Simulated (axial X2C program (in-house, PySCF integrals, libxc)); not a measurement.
## What spin–orbit coupling does to PbC

Calculated with an axial X2C code built on PySCF integrals. Spin-free means the one-electron spin-free X2C Hamiltonian; two-component (2c) means X2C with spin–orbit coupling and atomic mean-field two-electron Coulomb and Gaunt terms, so the difference of the two also holds small scalar two-electron terms. Basis: Pb dyall-cv3z [12s14p10d7f1g], C dyall-v3z [7s6p2d1f] (cores contracted in-house); Gaussian nuclei, density fitting, unrestricted open shells. Masses: Pb 207.977 u, C 12.000 u.

Spin-free state: M_S = 1, Λ = 1 (beyond evenly filled blocks: σα, π+α, π+β, π-α); fragments Pb + C.

| level | Re (Å) | ωe (cm⁻¹) | De (eV) | μ (D) |
| --- | --- | --- | --- | --- |
| PBE0 | 2.088 | 566.7 | 2.827 | -2.96 |
| LDA | 2.056 | 631.7 | 3.984 | -2.84 |

Dipoles are positive if C is the positive end.

Two-component determinant lowest at the distance of the search:

Ω = 2 (⟨Sz⟩ = 0.97, ⟨Lz⟩ = 1.03 at PBE0); fragments Pb + C.

```csv
level,Re (Å),ωe (cm⁻¹),De (eV),μ (D)
PBE0,2.107,529.8,2.077,-2.73
LDA,2.066,595.7,3.008,-2.63
```

Q: From the two tables, how do the constants change at the PBE0 level (2c against spin-free)?

A: At the PBE0 level Re goes up by 0.019 Å and ωe decreases by 36.9 cm⁻¹; De is not compared, since the atomic limits differ or miss part of their spin–orbit lowering.

The state is one determinant whose occupation by symmetry is held fixed; it was picked as the lowest of a PBE0 search that is not exhaustive. Dissociation energies refer to the lowest single-determinant-based atoms at the same level and basis. Density functionals use the spin component along the axis (collinear). The 2c atoms are single determinants rather than J levels; their spin–orbit lowering is only partly caught, and De is too large by that part. This holds for PBE0, LDA. Other states lie close and PBE0, whose exact exchange favours high spin, may order them wrongly; the determinant shown need not be the ground state. The nearest other spin-free determinant of the search, M_S = 1, Λ = 0, lies 0.16 eV up at the distance of the search. Without a current term, density functionals place determinants with orbital angular momentum somewhat too high. With several unpaired electrons one determinant need not be a pure state. A state of lower Ω lies just above, and one determinant can place such states too high, so the state shown need not be the lowest. The search has Ω = 1 only 0.05 eV up. Open-shell Ω = 0 determinants with evenly filled partner blocks cannot be reached by this program, so the Ω shown need not be the lowest component. The determinant is spin-polarised beyond a pure state at some levels (its spin-free form has ⟨S²⟩ too high), which makes Re and μ there less reliable.
